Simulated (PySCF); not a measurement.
## Excitation energy of Gd by level of theory

Gd [Xe] 4f7 5d1 6s2 (9D) → Gd [Xe] 4f7 5d2 6s1 (11F), as a difference of total energies. Calculation: PySCF 2.14, in x2c-TZVPPall; scalar relativity by spin-free X2C-1e. The calculations carry no spin-orbit coupling.

```tsv
method	excitation energy (cm⁻¹)	error (cm⁻¹)
UHF	1753.2	-4871
BP86	4347.2	-2277
PW91	3648.8	-2975
LC-wPBE	3407.4	-3217
```

Reference: 6624.1 cm⁻¹ (measured; NIST levels, between the centres of gravity of the two terms).
